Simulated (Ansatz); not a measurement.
Geometry optimisation, RKS BHLYP/def2-SVP in Ansatz 0.2.0.

The input (input.yaml):

```yaml
crystal:
  periodic: [false, false, false]
  atoms:
    - { symbol: "N", position_ang: [-0.55317, 0.97513, 0.06796] }
    - { symbol: B, position_ang: [-0.03543, -0.37267, 0.00108] }
    - { symbol: O, position_ang: [1.35266, -0.43052, 0.28258] }
    - { symbol: S, position_ang: [-1.01926, -1.76894, -0.35509] }
    - { symbol: H, position_ang: [0.08014, 1.75763, 0.04527] }
    - { symbol: H, position_ang: [-1.45294, 1.1867, -0.32786] }
    - { symbol: H, position_ang: [1.62802, -1.34733, 0.28605] }
total_charge: -1
basis:
  gaussian: { orbitals: def2-SVP }
hamiltonian:
  xc: { name: BHLYP }
relax:
  f_tol: 0.02
  max_steps: 50
output:
  orbitals: {}
```

Launched with:

```bash
$ ansatz run input.yaml --threads 1 --pin off --max-ram 2048MiB --backend cpu --events-out ev --progress --plain --runs-dir out
```

Question: Where does it end, and by what steps?

Answer: The forces met the threshold. Limits of this set-up: an anion without diffuse functions. After 6 steps the energy has fallen by 0.034 eV; H7 moved furthest, 0.08 Å.

```tsv
step	energy less start (eV)	largest force component (eV/Å)	accepted
0	0.0000	0.682	yes
1	-0.0239	0.293	yes
2	-0.0244	0.373	yes
3	-0.0321	0.065	yes
4	-0.0331	0.040	yes
5	-0.0338	0.132	yes
6	-0.0342	0.016	yes
```

```xyz
7
Properties=species:S:1:pos:R:3
N -0.547 0.994 0.109
B -0.032 -0.359 0.028
O 1.343 -0.417 0.314
S -0.984 -1.799 -0.371
H 0.096 1.761 0.002
H -1.436 1.162 -0.326
H 1.561 -1.343 0.245
```

The run took 21 s on 1 thread of Arm Neoverse V1, with other jobs on the host, peak memory 0.12 GiB.
